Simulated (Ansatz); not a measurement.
`FC(F)(F)CC(Cl)Cl` → `Cl[C]Cl` + `CC(F)(F)F` at 400 K and 1 bar (formal loss of a carbene).

Isolated molecules relaxed with PBE0-D4/def2-TZVP in Ansatz; ΔE leaves out vibrations. CCSD(T)/CBS adds triple-zeta CCSD(T) − MP2 to the extrapolated MP2 energy (def2 sets, frozen cores). This one scheme is used for every species. One conformer a species, not always the lowest.

```tsv
species	CCSD(T)/CBS energy (Eh)	H − E (kJ/mol)	S (J/(mol·K))
`FC(F)(F)CC(Cl)Cl`	-1334.90413	203.4	425.3
`Cl[C]Cl`	-957.49147	27.4	278.7
`CC(F)(F)F`	-377.30189	161.7	311.0
```

H − E and S are ideal-gas, rigid-rotor, harmonic terms from PBE0-D4/def2-TZVP, for one conformer and one mirror image of each species. 1 Eh = 2625.50 kJ/mol, R = 8.31446 J/(mol·K).

**Question.** By hand: ΔE, ΔH, ΔS and ΔG.

**Answer.** ΔE = (-957.49147) + (-377.30189) − (-1334.90413) = 0.11077 Eh = 290.8 kJ/mol. Δ(H − E) = 27.4 + 161.7 − 203.4 = -14.3, so ΔH = 276.5 kJ/mol. ΔS = 278.7 + 311.0 − 425.3 = 164.4 J/(mol·K). ΔG = 276.5 − 400 × (164.4)/1000 = 210.7 kJ/mol.

**Question.** By hand: the equilibrium constant, and the temperature at which ΔG would vanish if ΔH and ΔS stayed fixed.

**Answer.** log₁₀ K = −ΔG/(RT ln 10) = -27.5. ΔG = 0 at ΔH/ΔS = 1682 K.

The number of gas molecules changes by +1, which sets the sign of ΔS. A doubt of 5 kJ/mol in ΔE shifts log₁₀ K by 0.7 here. Other conformers and mirror images would add mixing entropy, several J/(mol·K) or more a flexible species. Modes under 60 cm⁻¹, often nearly free rotors, make the harmonic entropy too high. These are equilibria of isolated gas molecules and say nothing of rates. Largest T1 diagnostic: 0.020 (customary marks: 0.02 for closed shells, 0.045 for open ones).
